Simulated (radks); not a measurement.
Task: The mean radii <r> (bohr) of the occupied orbitals of an atom or ion are listed with their occupations. All-electron calculation, scalar-relativistic Kohn-Sham, LDA (Slater exchange, VWN5 correlation), spin-polarised, spherical densities, finite nucleus; Fermi nuclear charge, rms radius of each element as measured or else 0.836 A^(1/3) + 0.57 fm. Program: a radial shooting solver on a logarithmic mesh with Libxc functionals.

orbital  occ.      <r>
1s up       1  0.03432
1s down     1  0.03432
2s up       1   0.1490
2s down     1   0.1489
2p up       3   0.1298
2p down     3   0.1296
3s up       1   0.3851
3s down     1   0.3862
3p up       3   0.3778
3p down     3   0.3791
3d up       3   0.3424

Name the element and its charge. Open shells, if any, are filled with parallel spins first.

Result: Z = 43, technetium, charge +22: Tc22+ in [Ar] 3d3. The 1s radius gives Z: for a bare nucleus <r> = (2 gamma + 1)/(2Z) with gamma = sqrt(1 - (Z/c)^2), 0.03371 bohr for Z = 43, and screening makes it slightly larger (0.03432 here). The occupations add up to 21, and the charge is Z minus that.
